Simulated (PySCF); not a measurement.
Species: C3H8O2Si2.
Atom-mapped SMILES: `[O:1]=[CH:2][O:3]/[C:4]([SiH3:5])=[CH:6]/[SiH3:7]` (hydrogens: H8 on C2; H9, H10, H11 on Si5; H12 on C6; H13, H14, H15 on Si7)

The same species was optimised twice, with GFN2-xTB and with PBE0-D3(BJ)/def2-SVP (PySCF), and the same property calculations (PySCF, gas phase) were run on both structures.

```
      coordinate  GFN2-xTB  PBE0-D3(BJ)/def2-SVP  change
       C2–O3 (Å)     1.301                 1.329  +0.028
       O3–C4 (Å)     1.412                 1.396  -0.016
       C4=C6 (Å)     1.331                 1.343  +0.012
       O1=C2 (Å)     1.204                 1.200  -0.004
      C4–Si5 (Å)     1.906                 1.907  +0.001
      C6–Si7 (Å)     1.879                 1.878  -0.001
   Si5–C4–C6 (°)     128.5                 123.9    -4.6
   O3–C4–Si5 (°)     117.5                 121.5    +4.0
    O1–C2–O3 (°)     126.6                 125.2    -1.4
    C2–O3–C4 (°)     118.5                 119.5    +1.0
   C4–C6–Si7 (°)     127.9                 128.5    +0.6
    O3–C4–C6 (°)     114.0                 114.6    +0.6
 O1–C2–O3–C4 (°)         0                     0       0
C2–O3–C4–Si5 (°)        -3                    -3       0
```

Rotational constants: A = 3669, B = 1013, C = 809.3 MHz (GFN2-xTB) against A = 3596, B = 1007, C = 802.4 MHz (PBE0-D3(BJ)/def2-SVP).

On the GFN2-xTB structure: HOMO (eV) -7.72 [PBE0/pcSseg-1]; LUMO (eV) -1.28 [PBE0/pcSseg-1]; dipole (D) 1.79 [PBE0/pcSseg-1]; GIAO shielding of O1 (ppm) -91.1 [PBE0/pcSseg-1]; GIAO shielding of C2 (ppm) 20.4 [PBE0/pcSseg-1]; GIAO shielding of O3 (ppm) 42.0 [PBE0/pcSseg-1]; GIAO shielding of C4 (ppm) 18.2 [PBE0/pcSseg-1]; GIAO shielding of Si5 (ppm) 440.6 [PBE0/pcSseg-1]; GIAO shielding of C6 (ppm) 63.5 [PBE0/pcSseg-1]; GIAO shielding of Si7 (ppm) 433.1 [PBE0/pcSseg-1].

**Question.** What do these properties become on the PBE0-D3(BJ)/def2-SVP structure?

**Answer.** 
```tsv
property	level	on GFN2-xTB	on PBE0-D3(BJ)/def2-SVP	change
HOMO (eV)	PBE0/pcSseg-1	-7.72	-7.68	+0.04
LUMO (eV)	PBE0/pcSseg-1	-1.28	-1.41	-0.13
dipole (D)	PBE0/pcSseg-1	1.79	1.78	-0.01
energy, GFN2-xTB geometry as zero (kcal/mol)	PBE0/pcSseg-1	0.0	-2.1	-2.1
GIAO shielding of O1 (ppm)	PBE0/pcSseg-1	-91.1	-98.9	-7.8
GIAO shielding of C2 (ppm)	PBE0/pcSseg-1	20.4	20.8	+0.4
GIAO shielding of O3 (ppm)	PBE0/pcSseg-1	42.0	38.2	-3.8
GIAO shielding of C4 (ppm)	PBE0/pcSseg-1	18.2	18.1	-0.1
GIAO shielding of Si5 (ppm)	PBE0/pcSseg-1	440.6	431.3	-9.3
GIAO shielding of C6 (ppm)	PBE0/pcSseg-1	63.5	60.7	-2.8
GIAO shielding of Si7 (ppm)	PBE0/pcSseg-1	433.1	430.5	-2.6
```

The heavy atoms differ by 0.047 Å rms after alignment. Among bonds between heavy atoms C2–O3 changes most (+0.028 Å). Changes are differences of the printed values. Neither structure is proved a minimum here.

Shape of the structure used: `[O:1]=[CH:2][O:3]/[C:4]([SiH3:5])=[CH:6]/[SiH3:7]`: O1–C2–O3–C4 0°, C2–O3–C4–Si5 -3°.
